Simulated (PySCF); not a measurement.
C8H10.
InChI=1S/C8H10/c1-6-7-2-3-8(6)5-4-7/h2-8H,1H3/t6-,7-,8+

Linear response at PBE0/def2-SVPD (PySCF, frozen core in the response, non-relativistic). Geometry: PBE0-D3(BJ)/def2-SVP; no solvent, vibrations or thermal averaging.

Static isotropic polarisability: 84.27 au (12.49 Å³), principal values 78.5, 86.7, 87.6 au.

**Question.** What is the polarisability at 1064 nm and at the sodium D line?

**Answer.** 84.93 au at 1064 nm (+0.8 %), 86.50 au at 589.3 nm (+2.7 %). The rise at 589.3 nm is 3.37 times that at 1064 nm; a pure ω² law gives 3.26. The lowest singlet lies at 250 nm, shorter than both wavelengths.

**Question.** What is the isotropic C6 coefficient between two such molecules, C6 = (3/π)∫α(iω)² dω?

**Answer.** 3032 au (Eh·bohr⁶) by a ten-point quadrature over imaginary frequencies, which is 1810 eV·Å⁶ or 175 J·nm⁶/mol.

**Question.** Which effective excitation energy ω̄ makes London's formula C6 = (3/4)α²ω̄ exact here?

**Answer.** ω̄ = 4·C6/(3α²) = 0.569 Eh = 15.5 eV. A one-pole form α(ω) = α/(1 − ω²/ω̄²) fitted to the 1064 nm value gives 13.2 eV.

**Question.** What molar refraction at the D line follows from R = (4π/3)·N_A·α′, with α′ the polarisability volume?

**Answer.** α′ = 12.82 Å³ gives R = 32.34 cm³/mol, for isolated, non-vibrating species.

**Question.** How many electrons N does the Slater–Kirkwood formula C6 = (3/4)·√N·α^(3/2) need to give this C6?

**Answer.** N = (4·C6/3)²/α³ = 27.3; the species has 58 electrons in all.

**Question.** The lowest 6 singlets have (eV, f): 4.95, 0.000; 5.71, 0.011; 6.29, 0.018; 6.85, 0.120; 6.91, 0.021; 7.00, 0.013. What share of the static polarisability do they carry in the sum over states α = Σ f/ω²?

**Answer.** 3.03 au, 3.6 % of α; the largest term, 1.90 au, is that of the state at 6.85 eV. Their oscillator strengths add up to 0.18. Higher states carry the rest.

**Question.** How anisotropic is the static polarisability, by Δα² = ½[(α1 − α2)² + (α2 − α3)² + (α3 − α1)²]?

**Answer.** Δα = 8.7 au, or 0.10 of the isotropic value.

**Question.** What three-body coefficient follows from the one-pole estimate C9 = (3/4)·α·C6?

**Answer.** 192000 au. This is an estimate from the two numbers above, not a computed integral.
